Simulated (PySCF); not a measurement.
Compound: C₂H₇ClO₂SSi.
SMILES: `O=S(=O)(Cl)CC[SiH3]`

Method used: PySCF 2.14.0, density-fitted response routines, TDDFT CAM-B3LYP/def2-SVPD, vertical, gas phase, core orbitals frozen in the response. The structure is a single GFN2-xTB conformer in the gas phase; no vibrational or solvent corrections. Torsions of this conformer, `[O:1]=[S:2](=[O:3])([Cl:4])[CH2:5][CH2:6][SiH3:7]`: O1–S2–C5–C6 78°, S2–C5–C6–Si7 -53°.

Computed states:

```csv
state,E (eV),f
S1,6.09,0.0043
S2,6.61,0.0036
S3,6.83,0.079
S4,6.93,0.065
S5,7.44,0.021
S6,7.88,0.050
S7,8.00,0.063
S8,8.25,0.036
```

Each state is given a Gaussian of 0.5 eV full width at half maximum, with ε(max) = 2.175×10⁸ f / Δν̃ (Δν̃ the width in cm⁻¹). The width is an assumption, not a result. The curve ends short of the highest state used, and states not computed would add to its high-energy end.

**Question.** What does the envelope look like, and where are its maxima?

**Answer.** 
```csv
λ (nm),ε (L mol⁻¹ cm⁻¹)
162.0,3142
164.4,2172
166.8,1814
169.2,1987
171.7,2852
174.1,4369
176.5,6141
178.9,7400
181.3,7545
183.7,6550
186.2,4826
188.6,3143
191.0,1832
193.4,997
195.8,554
198.2,359
200.7,286
203.1,260
205.5,234
207.9,197
210.3,153
212.7,108
215.2,69
217.6,42
220.0,23
222.4,12
224.8,6
227.2,3
229.7,1
232.1,0
```

Maxima: 180 nm (6.87 eV), ε about 7600, made up of S3 (54%) and S4 (44%) (ε in L mol⁻¹ cm⁻¹; maxima over ε = 5, shares over 10%). At its high-energy end, 7.65 eV, the curve is still rising (ε about 3100, from S5, S6 and S7).

**Question.** On this curve, what absorbance would a 10⁻³ mol/L sample give at 193 nm over a 1 cm path?

**Answer.** 193 nm is 6.424 eV, where ε is about 1100 L mol⁻¹ cm⁻¹, so A = ε c l ≈ 1.1 (Beer–Lambert, with the gas-phase spectrum and the assumed width).

**Question.** What would ε be at 6.87 eV, the highest of these maxima, with half the width (0.25 eV)?

**Answer.** About 13700 L mol⁻¹ cm⁻¹ against 7640, a factor of about 1.8; a lone state at its own centre would give exactly 2.

**Question.** Coming from long wavelengths, where does ε first pass 100 L mol⁻¹ cm⁻¹?

**Answer.** At about 213 nm (5.82 eV), 0.28 eV below S1.
